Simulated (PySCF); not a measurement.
## Running PySCF for InBr⁺

Input:

```python
from pyscf import gto, dft

mol = gto.M(
    atom='In 0 0 0; Br 0 0 2.345',
    basis='sbkjc',
    ecp={'In': 'sbkjc', 'Br': 'sbkjc'},
    charge=1,
    spin=1,
    verbose=3,
)
mf = dft.UKS(mol, xc='bp86')
mf.kernel()
mf.mulliken_pop()
mf.dip_moment()
print('orbital energies (hartree):', [e[max(0, n-3):n+3].round(4) for e, n in zip(mf.mo_energy, mol.nelec)])
```

```bash
$ python input.py
```

It prints (some set-up lines and the per-cycle HOMO/LUMO lines with their warnings removed):

```
converged SCF energy = -202.384869581916  <S^2> = 0.75195666  2S+1 = 2.0019557
 ** Mulliken pop       alpha | beta **
pop of  0 In 4s        0.42640 | 0.41904
pop of  0 In 5s        0.42695 | 0.22189
pop of  0 In 6s        0.58845 | 0.38808
pop of  0 In 7s        0.56071 | 0.57148
pop of  0 In 4px       0.56757 | 0.56758
pop of  0 In 4py       0.56757 | 0.56758
pop of  0 In 4pz       0.57478 | 0.56853
pop of  0 In 5px       0.02355 | 0.02216
pop of  0 In 5py       0.02355 | 0.02216
pop of  0 In 5pz       0.04833 | -0.00070
pop of  0 In 6px       0.04789 | 0.04462
pop of  0 In 6py       0.04789 | 0.04462
[27 lines left out]
In total            14.00000 | 13.00000
 ** Mulliken atomic charges   ( Nelec_alpha | Nelec_beta ) **
charge of  0In =      0.79987  (    10.40773      9.79239 )
charge of  1Br =      0.20013  (     3.59227      3.20761 )

WARN: System has nonzero charge 1; the dipole moment is origin-dependent.
Location of origin: [0. 0. 0.]

Dipole moment(X, Y, Z, Debye): -0.00000,  0.00000,  0.70579
orbital energies (hartree): [array([-0.4963, -0.4963, -0.4853, -0.3141, -0.3141, -0.2212]), array([-0.5994, -0.4908, -0.4908, -0.4507, -0.2969, -0.2969])]
```

In short: E(SCF) = -202.384870 Eh, ⟨S²⟩ = 0.752.

Wall time 2.2 s on one thread of a shared host.

The bond length is a typed value, not an optimised one. The dipole of an ion depends on the origin. No search for the lowest solution was made.
